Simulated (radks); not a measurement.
Spherical quantum dot in the effective-mass picture: electrons in a hard-walled sphere of radius 2.43, all in effective atomic units (hartree* = m*/eps^2 hartree, bohr* = eps/m* bohr), one dielectric constant everywhere. Method: non-relativistic Kohn-Sham, PBEsol, spin-polarised, spherical densities; computed with a radial shooting solver with Libxc functionals. Levels are named by radial order and angular momentum (1s, 1p, 1d, 2s, ...), and open shells are averaged over m.

N = 25, configuration 1s2 1p6 1d10 1f(up 7, down 0). This is the lowest configuration that the search found. Occupied and some empty levels:

level,occupation,eigenvalue (hartree*),<r> (bohr*)
1s up,1,14.198,1.566
1s down,1,14.311,1.552
1p up,3,14.694,1.655
1p down,3,14.820,1.648
1d up,5,15.508,1.723
1d down,5,15.643,1.719
1f up,7,16.598,1.776
1f down,0,16.738,1.774
2s up,0,16.980,1.103
2s down,0,17.023,1.106
1g up,0,17.939,1.820
1g down,0,18.084,1.819
2p up,0,18.504,1.275
2p down,0,18.565,1.274
2d up,0,20.290,1.386
2d down,0,20.366,1.384

Energy (hartree*): total 226.060, kinetic 75.266, external 0, Hartree 168.31, exchange-correlation -17.519.
